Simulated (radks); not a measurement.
Values are calculated unless marked as measured or tabulated.
Ni+, 27 electrons, occupied as [Ar] 3d9. Level of theory: scalar-relativistic Kohn-Sham, PBEsol, spin-polarised, spherical densities, point nucleus; open shells are filled with parallel spins first (a radial shooting solver on a logarithmic mesh with Libxc functionals). Some entries of the table are withheld. Estimate them.

orbital  occ.  eigenvalue (hartree)  <r^2> (bohr^2)
1s up       1             -301.6248        0.003940
1s down     1             -301.6248        0.003940
2s up       1             -36.14482         0.07093
2s down     1             -36.12529         0.07088
2p up       3                   (1)             (2)
2p down     3                   (3)             (4)
3s up       1                   (5)          0.6408
3s down     1                   (6)          0.6420
3p up       3              -2.76118          0.7304
3p down     3              -2.72311          0.7328
3d up       5              -0.49172           1.544
3d down     4              -0.45796           1.619

Answer. 
(1) 2p up eigenvalue (hartree): -31.12212
(2) 2p up <r^2> (bohr^2): 0.05698
(3) 2p down eigenvalue (hartree): -31.10735
(4) 2p down <r^2> (bohr^2): 0.05692
(5) 3s up eigenvalue (hartree): -4.20783
(6) 3s down eigenvalue (hartree): -4.16900
